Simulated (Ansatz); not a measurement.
Question: Predict a relaxed structure of ZnF₂⁺, charge 1, doublet, at B3LYP-D4/def2-TZVP (Ansatz).

Answer: 
```csv
atom,x (Å),y (Å),z (Å)
Zn1,0.0002,-0.0002,0.0003
F2,-0.9913,-1.4351,-0.3506
F3,0.9911,1.4353,0.3504
```
Point group D∞h (tolerance 0.1 Å). The metal has 2 neighbours: F 1.78 Å, F 1.78 Å. This is one stationary point.

The structure comes from a short search, and lower isomers may exist.
